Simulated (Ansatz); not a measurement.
C₃H₇NTe, SMILES `C=C(N)[Te]C`. The species carries charge 0 and has multiplicity 1. Correlated methods include outer-core shells of Te, which these sets cover unevenly. Te takes the def2 core potential.

```xyz
12

C    -1.302    0.559    0.105
C    -0.306    0.163    0.897
N    -0.099    0.587    2.197
Te    1.085   -1.326    0.335
C     0.990   -0.925   -1.757
H    -1.503    0.087   -0.845
H    -1.963    1.366    0.412
H     0.861    0.769    2.446
H    -0.729    1.312    2.510
H     1.061    0.150   -1.908
H     1.840   -1.426   -2.217
H     0.064   -1.315   -2.174
```

**Question.** Give the diagnostics of a CCSD(T)/def2-TZVPP run (frozen core, Ansatz). (Estimate.)

**Answer.** The calculation gave: T1 = 0.0113, largest single amplitude 0.023, largest double 0.045, (T) share of the correlation energy 3.7 %, 9 CCSD cycles. The RHF solution is stable towards an unrestricted one. T1 lies under the customary mark of 0.02 for closed shells.
